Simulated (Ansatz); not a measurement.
C6H14AlClO, SMILES `CC(C)[O][Al]([Cl])[CH](C)C`, charge 0, multiplicity 1.

(1) Give a relaxed structure at PBE0-D4/def2-TZVP (the Gaussian-basis code of Ansatz). (Best estimate.)

Results:

(1) Computed: 
Z-matrix (Å, degrees):
```
C
C 1 1.517
H 1 1.093 2 110.9
H 1 1.093 2 110.0 3 120.1
H 1 1.093 2 110.8 3 -120.1
O 2 1.406 1 109.8 3 -179.6
C 2 1.515 1 111.9 3 -58.7
H 2 1.100 1 108.4 3 60.9
Al 6 1.675 2 140.9 1 -89.3
H 7 1.093 2 110.0 1 -60.2
H 7 1.092 2 110.5 1 -179.6
H 7 1.093 2 110.9 1 60.1
Cl 9 2.100 6 115.1 2 178.7
C 9 1.958 6 126.0 2 -1.1
C 14 1.527 9 113.4 6 -5.6
C 14 1.530 9 111.9 6 -132.7
H 14 1.100 9 104.4 6 111.6
H 15 1.096 14 111.0 9 176.5
H 15 1.093 14 112.5 9 56.3
H 15 1.094 14 111.6 9 -64.4
H 16 1.093 14 112.2 9 -53.6
H 16 1.096 14 110.9 9 -174.1
H 16 1.095 14 111.6 9 67.0
```
This is one stationary point; other conformers may exist.
